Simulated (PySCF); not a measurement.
**Vibration and rotation of SeBr**

UHF-CCSD(T) constants of SeBr, ²Π (doublet), unpaired electrons π ↑ (basis Se cc-pVDZ-PP with ECP10, Br cc-pVDZ-PP with ECP10; scalar-relativistic core potentials; PySCF 2.14; masses 79.9165 and 78.9183 u):

| Quantity | Value |
| --- | --- |
| ωe | 307.4 cm⁻¹ |
| ωexe | 0.836 cm⁻¹ |
| Be | 0.079243 cm⁻¹ |
| αe | 0.000302 cm⁻¹ |
| D (centrifugal) | 2.11e-08 cm⁻¹ |
| De to Se + Br | 1.87 eV |

Give the vibrational terms G(v) and spacings up to v = 6.

G(v) = ωe(v+½) − ωexe(v+½)².

| v | G(v) (cm⁻¹) | G(v) − G(v−1) | Bv (cm⁻¹) |
| --- | --- | --- | --- |
| 0 | 153.5 |  | 0.07909 |
| 1 | 459.2 | 305.7 | 0.07879 |
| 2 | 763.3 | 304.1 | 0.07849 |
| 3 | 1065.7 | 302.4 | 0.07819 |
| 4 | 1366.4 | 300.7 | 0.07788 |
| 5 | 1665.4 | 299.0 | 0.07758 |
| 6 | 1962.8 | 297.4 | 0.07728 |

How well does the Morse estimate ωe²/(4ωexe) reproduce De, and what is D0?

It gives 3.50 eV, 187 % of the computed De. D0 = De − G(0) = 1.87 − 0.02 = 1.85 eV.

Correlated steps freeze 8 core orbitals. Correlated levels converge slowly with the basis: in double zeta they bind strong bonds too weakly, by up to about 1 eV, and carry superposition errors of some tenths. Spin–orbit coupling is left out. The state is the lowest determinant that a PBE0 search found; another state may lie lower at other levels.
